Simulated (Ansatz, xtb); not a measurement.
C6H8N2: which of two isomers lies lower

Structure I: `N#CCC(N)=C1CC1`, a singlet. Structure II: `N#C/C=C(\N)C1CC1`, a singlet. Both are isolated molecules in the gas phase, relaxed with PBE-D3(BJ)/def2-SVP; the shapes shown needn't be the lowest conformers.

I (Å):

```xyz
16

C    -0.1306    4.0241    0.9336
C     0.4408    2.8105    0.3429
C    -0.4270    1.5816    0.5718
C    -0.7595    0.7864   -0.4603
C    -0.6177    0.4607   -1.8835
C    -1.4044   -0.4511   -0.9195
N    -0.6076    4.9626    1.4477
N    -0.7361    1.3257    1.9076
H     0.5875    2.9626   -0.7442
H     1.4458    2.6556    0.7966
H    -1.4504    0.6057    2.0384
H    -0.9380    2.1611    2.4668
H     0.3502    0.0866   -2.2661
H    -1.1977    1.0309   -2.6327
H    -0.9579   -1.4282   -0.6573
H    -2.5045   -0.4823   -1.0287
```

II (Å):

```
atom    x (Å)    y (Å)    z (Å)
   C  -0.7063   4.1469   0.9378
   C  -1.1307   2.8400   0.5960
   C  -0.2291   1.7970   0.5317
   C  -0.6262   0.4196   0.1139
   C  -1.8490   0.1464  -0.7207
   C  -0.4851   0.0077  -1.3474
   N  -0.2910   5.2141   1.2198
   N   1.0854   1.9327   0.8799
   H  -2.1968   2.6550   0.4139
   H   1.7568   1.2493   0.5341
   H   1.4430   2.8668   1.0910
   H  -0.3500  -0.3541   0.8521
   H  -2.4638   1.0028  -1.0353
   H  -2.4222  -0.7652  -0.4951
   H  -0.0949  -0.9983  -1.5663
   H  -0.1752   0.7885  -2.0594
```

Quicker runs give these differences E(II) − E(I): GFN2-xTB −0.519 eV; HF/STO-3G −0.526 eV (at GFN2-xTB geometries); r2SCAN-D4/def2-SVP −0.814 eV (at GFN2-xTB geometries).

Task: Estimate E(II) − E(I) at the level CCSD(T)/def2-SVP + ΔMP2/def2-TZVPP.

Result: Calculated at CCSD(T)/def2-SVP + ΔMP2/def2-TZVPP: E(II) − E(I) = −0.734 eV, so structure II lies lower.

The same difference at several levels:

```csv
level,geometry,E(II) − E(I) (eV),departure from the last row (eV),"job, with rough time for the two"
GFN2-xTB,GFN2-xTB,−0.519,+0.216,"optimisation, 0.54 s"
HF/STO-3G,GFN2-xTB,−0.526,+0.208,"single point, 1.8 s"
r2SCAN-D4/def2-SVP,GFN2-xTB,−0.814,−0.079,"single point, 13 s"
PBE-D3(BJ)/def2-SVP,PBE-D3(BJ)/def2-SVP,−0.782,−0.048,"optimisation, 2.7 min"
HF/def2-SVP,PBE-D3(BJ)/def2-SVP,−0.766,−0.032,part of the CCSD(T) run
MP2/def2-SVP,PBE-D3(BJ)/def2-SVP,−0.736,−0.002,part of the CCSD(T) run
CCSD(T)/def2-SVP,PBE-D3(BJ)/def2-SVP,−0.703,+0.032,single point
CCSD(T)/def2-SVP + ΔMP2/def2-TZVPP,PBE-D3(BJ)/def2-SVP,−0.734,,"single point, 5.6 min"
```

As drawn, both hold the same kinds of bond in the same numbers.

The levels shown agree on the order. The largest departure from CCSD(T)/def2-SVP + ΔMP2/def2-TZVPP is that of GFN2-xTB, 0.216 eV. A small imaginary or near-zero mode remains, so no thermal terms are given. The last row adds to CCSD(T) the change of the MP2 difference between the two basis sets, here −0.032 eV.

The correlated steps freeze 8 core orbitals. Programs: Ansatz 0.2.0, xtb 6.7.1; the last row on 2 threads of Intel(R) Xeon(R) Processor @ 2.50GHz (Skylake/Cascade Lake) on a shared host.
